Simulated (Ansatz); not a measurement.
```yaml
crystal:
  periodic: [false, false, false]
  atoms:
    - {symbol: Sn, position_ang: [0.747002, -0.033677, -2.074507]}
    - {symbol: O, position_ang: [0.681512, 0.045740, 0.090144]}
    - {symbol: C, position_ang: [-0.620779, 0.178966, 0.433499]}
    - {symbol: C, position_ang: [-0.371053, 0.023302, 1.973578]}
    - {symbol: H, position_ang: [-1.192272, 0.837182, 0.256897]}
    - {symbol: H, position_ang: [-1.098387, -0.752367, 0.333348]}
    - {symbol: H, position_ang: [-1.409399, -0.007573, 2.530957]}
    - {symbol: H, position_ang: [0.262908, -0.737204, 2.193518]}
    - {symbol: H, position_ang: [0.320139, 0.962213, 2.244215]}
    - {symbol: H, position_ang: [2.502461, -0.146570, -2.422685]}
    - {symbol: H, position_ang: [0.150635, 1.236760, -2.639793]}
    - {symbol: H, position_ang: [-0.160799, -1.387501, -2.662772]}
basis:
  gaussian: {orbitals: def2-mTZVP}
magnetization: {spin_polarized: false, initial_magnetization: 2}
hamiltonian: {xc: {name: rPW86-PBE}}
scf: {lower_state_search: full}
```

```sh
$ ansatz run in.yaml --threads 4 --pin off --events-out ev --progress --plain --max-ram 3916MiB
```

Shortened log:

```
Functional definition: rPW86-PBE
1249 factors; their error is unknown
mean field evaluation 1: about -10067.2379 eV, gradient 9.4e1 eV
mean field evaluation 2: about -9670.3934 eV, gradient 2.8e2 eV
mean field evaluation 4: about -10076.5812 eV, gradient 7.6e1 eV
mean field evaluation 8: about -10091.1886 eV, gradient 7.7e0 eV
mean field evaluation 16: about -10091.3593 eV, gradient 2.6e0 eV
mean field evaluation 32: about -10091.3302 eV, gradient 8.2e-4 eV
mean field evaluation 64: about -10089.4249 eV, gradient 6.8e0 eV
mean field evaluation 96: about -10057.6729 eV, gradient 8.1e1 eV
mean field evaluation 128: about -9856.0617 eV, gradient 1.7e2 eV
mean field evaluation 160: about -10090.9094 eV, gradient 9.8e0 eV
mean field evaluation 192: about -10091.3455 eV, gradient 2.0e0 eV
mean field evaluation 224: about -10075.3183 eV, gradient 7.0e1 eV
mean field -10091.33023661 eV, -370.8495460461 hartree, gradient 1.2e-5 eV, S^2 2.000000; 14 other end points of the search recorded, 0 dependent functions left out
reference -10091.33038598 eV, -370.8495515355 hartree; 26, 24 occupied and 96, 98 virtual orbitals, 1249 factors
Total energy: -10091.33038598 eV, -370.8495515355 hartree
```

It took 21 s on 4 threads of Intel Xeon on a shared host.

In the def2 sets Sn takes a core potential; there is no spin–orbit coupling.

With spin_polarized false and unpaired electrons the run is restricted open-shell.
